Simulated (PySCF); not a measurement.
Zn(I)(SH) (HISZn), SMILES [SH][Zn][I]. Atoms are numbered in the order given.

```xyz
4

Zn     0.0225    -0.9161     0.0000
I     -0.0064     1.5109     0.0000
S      0.0597    -3.0894     0.0000
H     -1.2914    -3.1652     0.0000
```

Coordinates come from a PBE0-D3(BJ)/def2-SVP optimisation. The def2 effective core potentials stand for the cores of I; spin–orbit coupling is left out. The values are those of a single conformer.

These are TDA-B3LYP/def2-SVPD (PySCF) values and carry that method's errors.

Vertical excitations.  State labels are in the subgroup Cs.

Computed lowest excited states:
```json
[
 {"state": "S1", "symmetry": "A\"", "energy (eV)": "4.43", "λ (nm)": "280", "f": "0.004", "main pairs": "HOMO→LUMO 99 %"},
 {"state": "S2", "symmetry": "A'", "energy (eV)": "4.82", "λ (nm)": "257", "f": "0.020", "main pairs": "HOMO−1→LUMO 99 %"},
 {"state": "S3", "symmetry": "A\"", "energy (eV)": "4.94", "λ (nm)": "251", "f": "0.042", "main pairs": "HOMO−2→LUMO 99 %"},
 {"state": "S4", "symmetry": "A\"", "energy (eV)": "5.21", "λ (nm)": "238", "f": "0.000", "main pairs": "HOMO→LUMO+1 99 %"},
 {"state": "S5", "symmetry": "A\"", "energy (eV)": "5.67", "λ (nm)": "219", "f": "0.000", "main pairs": "HOMO−2→LUMO+1 98 %"},
 {"state": "S6", "symmetry": "A'", "energy (eV)": "5.68", "λ (nm)": "218", "f": "0.006", "main pairs": "HOMO→LUMO+2 70 %, HOMO−3→LUMO 29 %"},
 {"state": "S7", "symmetry": "A'", "energy (eV)": "5.71", "λ (nm)": "217", "f": "0.000", "main pairs": "HOMO−1→LUMO+1 80 %"},
 {"state": "S8", "symmetry": "A\"", "energy (eV)": "5.97", "λ (nm)": "208", "f": "0.000", "main pairs": "HOMO−1→LUMO+2 99 %"},
 {"state": "S9", "symmetry": "A\"", "energy (eV)": "6.21", "λ (nm)": "200", "f": "0.020", "main pairs": "HOMO→LUMO+3 84 %"},
 {"state": "S10", "symmetry": "A'", "energy (eV)": "6.33", "λ (nm)": "196", "f": "0.005", "main pairs": "HOMO−2→LUMO+2 73 %, HOMO−4→LUMO 14 %"},
 {"state": "T1", "symmetry": "A\"", "energy (eV)": "4.12", "λ (nm)": "301", "f": "0", "main pairs": "HOMO→LUMO 97 %"},
 {"state": "T2", "symmetry": "A'", "energy (eV)": "4.49", "λ (nm)": "276", "f": "0", "main pairs": "HOMO−1→LUMO 98 %"},
 {"state": "T3", "symmetry": "A\"", "energy (eV)": "4.57", "λ (nm)": "271", "f": "0", "main pairs": "HOMO−2→LUMO 97 %"},
 {"state": "T4", "symmetry": "A\"", "energy (eV)": "5.09", "λ (nm)": "243", "f": "0", "main pairs": "HOMO→LUMO+1 94 %"}
]
```
Triplets are in the Tamm–Dancoff approximation.
